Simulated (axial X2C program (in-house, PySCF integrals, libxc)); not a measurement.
## Spectroscopic constants of WF⁻

Computed with an in-house relativistic program for diatomic molecules. Spin-free means the one-electron spin-free X2C Hamiltonian; two-component (2c) means X2C with spin–orbit coupling and atomic mean-field two-electron Coulomb and Gaunt terms, so the difference of the two also holds small scalar two-electron terms. Basis: W dyall-acv3z [14s15p10d7f4g], F dyall-av3z [7s6p3d2f] (cores contracted in-house); Gaussian nuclei, density fitting, unrestricted open shells. Masses: W 183.951 u, F 18.998 u.

The run was started with this input:
```json
{"zs": [74, 9], "q": -1, "bas": ["dyall-acv3z", "dyall-av3z"], "levels": ["PBE0", "HF", "B3LYP"], "cc": true, "r0": 2.01, "thr": -1.0, "nmax": 90, "npts": 10, "nst": 2, "ntry": 6}
```
```bash
python so2c.py task.json out
```

Keys: zs atomic numbers; q charge; bas basis sets; levels methods; cc coupled cluster on or off; r0 starting distance in Å; thr threshold in hartree for freezing inner shells (an s shell follows its p shell); nmax most natural virtual spinors; npts points on the curve; nst determinants followed; ntry starts of the search. HF also brings MP2.

State, spin-free: M_S = 2, Λ = 0 (beyond evenly filled blocks: π+α, π-α, δ+α, δ-α); electrons by block: σα: 16, σβ: 16, π+α: 9, π+β: 8, π-α: 9, π-β: 8, δ+α: 4, δ+β: 3, δ-α: 4, δ-β: 3, φ+α: 1, φ+β: 1, φ-α: 1, φ-β: 1. Fragments: W + F-.

State, 2c: Ω = 2 (⟨Sz⟩ = 1.95, ⟨Lz⟩ = 0.05 at PBE0); electrons by block: 1/2: 24, -1/2: 25, 3/2: 12, -3/2: 12, 5/2: 5, -5/2: 4, 7/2: 1, -7/2: 1. Fragments: W + F-.

| Hamiltonian | level | Re (Å) | ωe (cm⁻¹) | Be (cm⁻¹) | αe (cm⁻¹) | k (mdyn/Å) | μ (D) |
| --- | --- | --- | --- | --- | --- | --- | --- |
| spin-free | PBE0 | 1.925 | 555.3 | 0.2642 | 0.00194 | 3.13 | 0.50 |
| spin-free | HF | 1.961 | 537.9 | 0.2546 | 0.00188 | 2.94 | 4.36 |
| spin-free | CCSD | 1.979 | 510.2 | 0.2498 | 0.00184 | 2.64 | n/a |
| spin-free | CCSD(T) | 1.981 | 506.7 | 0.2494 | 0.00184 | 2.61 | n/a |
| spin-free | B3LYP | 1.939 | 542.6 | 0.2604 | 0.00194 | 2.99 | 0.00 |
| 2c | PBE0 | 1.924 | 554.5 | 0.2644 | 0.00194 | 3.12 | 0.56 |
| 2c | HF | 1.962 | 534.3 | 0.2544 | 0.00189 | 2.9 | 3.94 |
| 2c | CCSD | 1.977 | 516.6 | 0.2505 | 0.00169 | 2.71 | n/a |
| 2c | B3LYP | 1.937 | 541.3 | 0.2608 | 0.00194 | 2.97 | 0.06 |

Correlated methods: 14 electrons correlated (number of frozen shells: W 5 s, 4 p, 2 d, 1 f; F 1 s), 330 virtual spin orbitals or spinors in MP2, 90 natural virtuals in coupled cluster.

Dipoles are positive if F is the positive end and refer to the centre of mass.

One determinant describes the state; a PBE0 search over occupations chose it and may have missed a lower one. De is not given where an atomic determinant may have missed its ground term or J level, or where the truncated virtual space spoils (T). Density functionals use the spin component along the axis (collinear). CCSD and (T) use frozen natural virtuals with an MP2 correction for the truncation; (T) itself is uncorrected, so its De runs slightly low. The highest occupied level is positive at some bond lengths even in Hartree–Fock (under at least one Hamiltonian), so the basis set holds the extra electron there; where that holds at Re the anion is at best weakly bound and its constants depend on the basis. Without a current term, density functionals place determinants with orbital angular momentum somewhat too high. With several unpaired electrons one determinant need not be a pure state. Open-shell Ω = 0 determinants with evenly filled partner blocks cannot be reached by this program, so the Ω shown need not be the lowest component. The determinant is spin-polarised beyond a pure state at some levels (its spin-free form has ⟨S²⟩ too high), which makes Re and μ there less reliable. The T1 diagnostic is large, a sign of multireference character. With the outer-core shells frozen, correlated bond lengths of heavy atoms tend to come out a few hundredths of an ångström too long.

No reliable constants came from CCSD(T) (2c), MP2 (2c), MP2 (spin-free): no minimum in range, unconverged points, a curve that is not smooth, a change of character along it, or the two Hamiltonians disagreeing along it.

Rough cost a point (2c) on 1 thread(s) of a shared host, integrals apart: PBE0 1.6 s, HF 1.5 s, B3LYP 1.7 s.

The whole task took 7.7 min on 1 thread of Intel(R) Xeon(R) CPU @ 2.60GHz (Ice Lake), on a shared host.
